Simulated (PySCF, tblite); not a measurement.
Isomers of C6H9N3, one GFN2-xTB conformer each. Single-point energies are computed at PBE0/pcSseg-1 (PySCF, gas phase, no added dispersion term), electronic only.

```
          SMILES  GFN2-xTB relative energy (kcal/mol)
   CCc1ncnc(C)n1                                  0.0
  C=Cc1nnn(C)c1C                                 33.2
   CCc1cnnc(C)n1                                 26.0
  C=Cc1cnn(CC)n1                                 31.9
 c1cn(C2CCC2)nn1                                 28.7
C=Cn1nc(C)c(C)n1                                 25.5
 Cc1cn(C2CC2)nn1                                 32.5
```

Conformers: `[CH3:1][CH2:2][c:3]1[n:4][cH:5][n:6][c:7]([CH3:8])[n:9]1` with C1–C2–C3–N4 89°; `[CH2:1]=[CH:2][c:3]1[n:4][n:5][n:6]([CH3:7])[c:8]1[CH3:9]` with C1–C2–C3–N4 -2°; `[CH3:1][CH2:2][c:3]1[cH:4][n:5][n:6][c:7]([CH3:8])[n:9]1` with C1–C2–C3–C4 -85°; `[CH2:1]=[CH:2][c:3]1[cH:4][n:5][n:6]([CH2:7][CH3:8])[n:9]1` with C1–C2–C3–C4 1°, N5–N6–C7–C8 86°; `[cH:1]1[cH:2][n:3]([CH:4]2[CH2:5][CH2:6][CH2:7]2)[n:8][n:9]1` with C2–N3–C4–C5 -128°, N3–C4–C5–C6 -131°, C4–C5–C6–C7 13°, C5–C6–C7–C4 -13°, N3–C4–C7–C6 131°; `[CH2:1]=[CH:2][n:3]1[n:4][c:5]([CH3:6])[c:7]([CH3:8])[n:9]1` with C1–C2–N3–N4 180°; `[CH3:1][c:2]1[cH:3][n:4]([CH:5]2[CH2:6][CH2:7]2)[n:8][n:9]1` with C3–N4–C5–C6 -146°.

Task: What does PBE0/pcSseg-1 give for the same structures?

Result: 
```
          SMILES  PBE0/pcSseg-1 E (Eh)  PBE0/pcSseg-1 (kcal/mol)  GFN2-xTB (kcal/mol)  point group
   CCc1ncnc(C)n1            -397.81114                       0.0                  0.0           C1
   CCc1cnnc(C)n1            -397.76400                      29.6                 26.0           C1
C=Cn1nc(C)c(C)n1            -397.75914                      32.6                 25.5           Cs
  C=Cc1cnn(CC)n1            -397.75325                      36.3                 31.9           C1
  C=Cc1nnn(C)c1C            -397.74865                      39.2                 33.2      near Cs
 c1cn(C2CCC2)nn1            -397.73588                      47.2                 28.7            –
 Cc1cn(C2CC2)nn1            -397.73495                      47.8                 32.5      near Cs
```

Both levels put the same isomer lowest; measured from each level's own lowest isomer, the values differ by up to 18.5 kcal/mol (c1cn(C2CCC2)nn1: 28.7 against 47.2). As drawn, the highest has a three-membered ring and an N–N linkage, which the lowest lacks. Neighbours under 2.5 kcal/mol apart (c1cn(C2CCC2)nn1 and Cc1cn(C2CC2)nn1) can change places with a better method, another conformer or zero-point energy.

Task: Which frontier levels, dipoles and rotational constants go with these structures?

Result: 
```csv
SMILES,"HOMO (eV, PBE0/pcSseg-1)",LUMO (eV),dipole (D),"A, B, C (MHz)"
CCc1ncnc(C)n1,-7.63,-1.22,0.78,"3173, 1262, 980.5"
CCc1cnnc(C)n1,-6.59,-1.73,3.18,"3124, 1239, 961.6"
C=Cn1nc(C)c(C)n1,-6.59,-0.82,1.36,"3441, 1219, 910.4"
C=Cc1cnn(CC)n1,-6.75,-0.65,0.75,"5142, 930.1, 845.7"
C=Cc1nnn(C)c1C,-6.40,-0.33,5.06,"3387, 1279, 939.4"
c1cn(C2CCC2)nn1,-7.48,0.01,4.44,"4894, 1092, 1038"
Cc1cn(C2CC2)nn1,-7.00,0.06,4.30,"5824, 988.9, 910.5"
```

Task: What happens when harmonic zero-point energies from GFN2-xTB frequencies are added?

Result: 
| SMILES | ZPE (kcal/mol) | electronic (kcal/mol) | with ZPE (kcal/mol) |
| --- | --- | --- | --- |
| CCc1ncnc(C)n1 | 90.9 | 0.0 | 0.0 |
| CCc1cnnc(C)n1 | 90.5 | 29.6 | 29.2 |
| C=Cn1nc(C)c(C)n1 | 90.4 | 32.6 | 32.1 |
| C=Cc1cnn(CC)n1 | 91.1 | 36.3 | 36.5 |
| C=Cc1nnn(C)c1C | 90.3 | 39.2 | 38.6 |
| c1cn(C2CCC2)nn1 | 92.8 | 47.2 | 49.2 |
| Cc1cn(C2CC2)nn1 | 91.5 | 47.8 | 48.4 |

The zero-point energies span 2.5 kcal/mol. The lowest isomer stays, but the order above it changes.
